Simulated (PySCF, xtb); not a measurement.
CH5F2NOSi, SMILES O[Si@@](F)(CF)N.

The structure is a stationary point at B3LYP-D3(BJ)/def2-SVP. The structure was generated by enumeration; whether it is a known compound was not checked. One conformer was computed; it need not be the lowest.

Level of theory: IEF-PCM-PBE0/def2-SVP (PySCF 2.14.0).

The values are the electrostatic part of the solvation free energy, E(continuum) − E(gas) at the gas-phase geometry, in a cavity of scaled van der Waals radii (PySCF's table); cavitation and dispersion terms are not included. In vacuum the orbital gap is 9.08 eV. The dipole moment in vacuum is 0.57 D.

Computed values in water (ε = 78.36), cyclohexanone (ε = 15.62), 1-octanol (ε = 9.86):
| solvent | ε | ΔG(elec) (kcal/mol) | dipole (D) | gap (eV) |
|---|---|---|---|---|
| water | 78.36 | -8.4 | 0.70 | 9.29 |
| cyclohexanone | 15.62 | -7.7 | 0.68 | 9.27 |
| 1-octanol | 9.86 | -7.2 | 0.67 | 9.26 |

For comparison, GFN2-xTB/ALPB(water) (xtb, at the GFN2-xTB geometry, all terms of that model) gives -9.6 kcal/mol.
